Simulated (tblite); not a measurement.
Compound: C4H12P2Si.
Bonds: P1–Si2, Si2–P3, Si2–C4, C4–C5, C5–C6, C6–C7, C4–C7. Hydrogens: H8, H9 on P1; H10 on Si2; H11, H12 on P3; H13 on C4; H14, H15 on C5; H16, H17 on C6; H18, H19 on C7.

Computed with GFN2-xTB (tblite), gas phase: nudged elastic band of 9 images (0 to 8), spring 0.2 eV/Å², climbing image at the end, force threshold 0.05 eV/Å. The top image wasn't refined or checked by frequencies; at this threshold it can lie a kcal/mol or more above the true saddle point of the method.

The band describes a rotation about Si2–C4 (SiH silicon, sp3 carbon bound to silicon), followed by the dihedral P1–Si2–C4–C5, from the optimised start (-61°) to a second optimised geometry at 62°.

Q: How does the energy change from image to image?

A: 
```json
{"image": "0", "dihedral (°)": "-61", "E (eV)": "0.000", "Si2–C4 (Å)": "1.914", "P1···C5 (Å)": "3.98", "largest true force (eV/Å)": "0.01"}
{"image": "1", "dihedral (°)": "-46", "E (eV)": "0.013", "Si2–C4 (Å)": "1.914", "P1···C5 (Å)": "3.84", "largest true force (eV/Å)": "0.05"}
{"image": "2", "dihedral (°)": "-31", "E (eV)": "0.029", "Si2–C4 (Å)": "1.916", "P1···C5 (Å)": "3.73", "largest true force (eV/Å)": "0.05"}
{"image": "3", "dihedral (°)": "-15", "E (eV)": "0.035", "Si2–C4 (Å)": "1.919", "P1···C5 (Å)": "3.67", "largest true force (eV/Å)": "0.05"}
{"image": "4", "dihedral (°)": "1", "E (eV)": "0.041", "Si2–C4 (Å)": "1.921", "P1···C5 (Å)": "3.67", "largest true force (eV/Å)": "0.05"}
{"image": "5", "dihedral (°)": "17", "E (eV)": "0.045", "Si2–C4 (Å)": "1.921", "P1···C5 (Å)": "3.72", "largest true force (eV/Å)": "0.04"}
{"image": "6", "dihedral (°)": "32", "E (eV)": "0.038", "Si2–C4 (Å)": "1.919", "P1···C5 (Å)": "3.78", "largest true force (eV/Å)": "0.04"}
{"image": "7", "dihedral (°)": "49", "E (eV)": "0.018", "Si2–C4 (Å)": "1.914", "P1···C5 (Å)": "3.87", "largest true force (eV/Å)": "0.04"}
{"image": "8", "dihedral (°)": "62", "E (eV)": "0.001", "Si2–C4 (Å)": "1.908", "P1···C5 (Å)": "3.86", "largest true force (eV/Å)": "0.01"}
```

Barriers of this band. The top is image 5 at 17°: 0.05 eV in either direction, as the ends lie within 0.002 eV of each other (their dihedrals are equal and opposite within 4°). The central bond is 0.007 Å longer at the top than at the start.

Q: What rate follows at 350 K for crossing this barrier forward?

A: Taking the electronic barrier for the free energy of activation (no zero-point or entropy terms, transmission 1), rate = (kT/h)·exp(−ΔE/kT) ≈ 2 × 10^12 s⁻¹, whose inverse is 6 × 10^-13 s. An error of 1 kcal/mol in the barrier changes this by a factor of 4, and the method and the loose band can each miss by that much or more. The barrier is only 1.5 kT, where transition-state theory is rough.

Q: How long is the path, and how are the images spaced?

A: Cartesian distances between aligned neighbours (all atoms, Å): 1.05, 1.06, 1.06, 1.06, 1.05, 1.06, 1.16, 1.39; the sum is 8.89 Å, and the top lies 59 % of the way along.

What follows is the cost of the whole band run. The run took about 16 s of CPU time (one thread, shared machine).
